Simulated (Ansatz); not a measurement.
`S[SiH2][CH2][GaH2]`. Charge 0, multiplicity 1.

```xyz
11

S    -0.775    0.156    2.891
Si   -0.243   -0.616    0.964
C    -0.013    0.685   -0.341
Ga    0.293   -0.053   -2.144
H     0.362    0.856    3.045
H    -1.380   -1.515    0.634
H     0.995   -1.436    1.070
H     0.847    1.302   -0.061
H    -0.908    1.314   -0.357
H     1.757   -0.359   -2.621
H    -0.935   -0.334   -3.080
```

(1) List the harmonic frequencies (cm⁻¹, unscaled) at PBE0-D4/def2-TZVP in Ansatz. (Best estimate.)

(2) Is this a minimum?

(3) Give the ideal-gas thermochemistry at 298.15 K and 1 bar (rigid rotor, harmonic oscillator; point group C1, symmetry number 1).

(4) And at 400, 500, 600, 800 and 1000 K?

## Answers

(1) The calculation gave: 40, 79, 95, 150, 196, 420, 459, 499, 542, 585, 618, 727, 759, 775, 818, 864, 936, 980, 989, 1383, 1968, 1970, 2209, 2224, 2708, 3059, 3127.

(2) Yes, all 27 modes are real.

(3) Zero-point energy 174.5 kJ/mol; H(298) − E = 198.7 kJ/mol; entropy 384.0 J/(mol·K), of which translation 171.3, rotation 117.6, vibration 95.2; G(298) − E = 84.2 kJ/mol. Modes under 100 cm⁻¹ are hindered rotations or soft bends, so the harmonic entropy is rough.

(4) 
```csv
T (K),H − E (kJ/mol),S (J/mol/K),G − E (kJ/mol)
400,212.5,423.7,43.0
500,228.0,458.2,-1.1
600,244.9,489.1,-48.5
800,282.2,542.6,-151.9
1000,322.9,587.9,-265.0
```
